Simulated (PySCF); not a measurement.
Vertical excitations of a molecule C2H4BFO from TDDFT-LC-ωPBE/def2-SVPD in PySCF 2.14.0, as energy in eV (oscillator strength): 6.72 (0.000), 6.97 (0.328), 8.15 (0.030), 8.46 (0.001), 9.16 (0.041), 9.19 (0.094), 9.27 (0.016), 9.29 (0.003), 9.59 (0.003), 9.81 (0.052). Lowest triplet (TDA): 3.83 eV. Geometry: PBE0-D3(BJ)/def2-SVP. The values are those of a single conformer.

Q: Pick the molecule that these values belong to.
A) FB1COC1
B) CB(F)C=O
C) C=CB(O)F

A: C, C=CB(O)F
